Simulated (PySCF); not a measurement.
Molecule: SMILES C#C/C=C\[SeH] (C4H4Se). Atoms near the plane z = 0.8 Å, at the B3LYP/def2-SVP optimised geometry (x, y, z in Å): C1 (1.7, -1.0, 0.0), C2 (0.5, -1.0, 0.0), C3 (-0.9, -1.0, 0.0), C4 (-1.7, 0.1, 0.0), Se5 (-1.2, 1.9, 0.0), H6 (2.8, -1.0, 0.0), H7 (-1.4, -1.9, 0.0), H8 (-2.8, 0.0, 0.0), H9 (0.3, 1.7, 0.0).

Level of theory: B3LYP/def2-TZVP run with PySCF. The values are rescaled to run from 0 to 1.

```
|------=========------------|
|-----===========-----------|
|----=============----------|
|---===============---------|
|--=================--------|
|--======+++++======--------|
|--=====+*##**+=====--------|
|--=====+#%@%*+======-------|
|--=====+#@@@#+=======------|
|--=====+*%%%*+========-----|
|---=====+***++=========----|
|---------===============---|
|-------::::--============--|
|-------:. .:--===+=======--|
|-------:.  .:-=++*++=====--|
|-------:.   .-+**#*++=====-|
|--------:.  :-+**#*++=====-|
|--------::..:-=++*++=====--|
|---------:::--===++======--|
|--------------===========--|
|--------------==========---|
|--------------=========----|
|---------------=======-----|
|----------------====-------|
|---------------------------|
|---------------------------|
|---------------------------|
```
Scale: ten equal steps from 0.000 (start of ' ') to 1.00 (end of '@'), in the order ' .:-=+*#%@'; x runs from -5.00 to 5.00, y from -5.00 (bottom) to 5.00 (top).

Which quantity is mapped?
(A) deformation density (molecule minus spherical neutral atoms)
(B) log10 of the electron density
(C) Laplacian of the electron density
(D) an orbital amplitude

D, an orbital amplitude. In full: HOMO amplitude (bohr^(-3/2)).
